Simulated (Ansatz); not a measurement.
Basis-set extrapolation for `CBNC` (PBE0-D4/def2-TZVP geometry, frozen core, Ansatz 0.2.0). Multiplicity 1, RHF reference.

```csv
,def2-TZVPP,def2-QZVPP
HF,-159.632259,-159.640206
MP2 correlation,-0.672944,-0.716549
CCSD(T) correlation,-0.744274,not run
```

Energies in hartree. Use E(X) = E(∞) + A·exp(−7.88·√X) for Hartree–Fock and E(X) = E(∞) + B·X^(−2.97) for correlation, with X = 3 and 4, and add CCSD(T) minus MP2 of the smaller set to the MP2 limit.

Problem. What is the CCSD(T) energy at the basis-set limit?

Solution. HF limit: -159.640206 + (-0.007947) × 0.13774 = -159.64130. MP2 limit: -0.716549 + (-0.043605) × 0.74074 = -0.74885. Higher-order term: -0.744274 − (-0.672944) = -0.07133. Total: -160.46148 hartree, 223.0 kJ/mol below CCSD(T)/def2-TZVPP.
